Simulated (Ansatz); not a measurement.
Start from `NCBO` and change one atom or group to get `OBCBr`.

Ansatz, PBE0-D4/def2-TZVP geometries, multiplicity 1. Each molecule was computed in one conformer, which needn't be the lowest.

Scalar relativity is left out up to krypton.

| property | `NCBO` |
| --- | --- |
| size of the dipole moment (ωB97M-V/def2-TZVPP) / D | 2.99 |
| HOMO energy (PBE/def2-TZVPP) / eV | -5.93 |
| LUMO energy (PBE0/def2-TZVPP) / eV | 0.23 |
| HOMO–LUMO gap (PBE/def2-TZVPP) / eV | 5.18 |
| HOMO energy (ωB97M-V/def2-TZVPP) / eV | -9.78 |
| HOMO energy (PBE0/def2-TZVPP) / eV | -7.39 |

Question: Give the same properties after the change, and the shifts. (Best estimate.)

Answer: Ansatz gave: 
```csv
property,`OBCBr`,shift
size of the dipole moment (ωB97M-V/def2-TZVPP) / D,2.15,-0.84
HOMO energy (PBE/def2-TZVPP) / eV,-6.56,-0.63
LUMO energy (PBE0/def2-TZVPP) / eV,-0.87,-1.10
HOMO–LUMO gap (PBE/def2-TZVPP) / eV,4.70,-0.48
HOMO energy (ωB97M-V/def2-TZVPP) / eV,-10.07,-0.29
HOMO energy (PBE0/def2-TZVPP) / eV,-7.84,-0.45
```

With PBE0 the HOMO falls by 0.45 eV and the LUMO falls by 1.10 eV, so the gap narrows by about 0.65 eV. PBE moves the HOMO by -0.63 eV and ωB97M-V by -0.29 eV. Dipoles are sizes alone; their direction can turn.

Spin–orbit coupling is left out; it splits and shifts lone-pair levels of the heavy atoms by tenths of an eV.
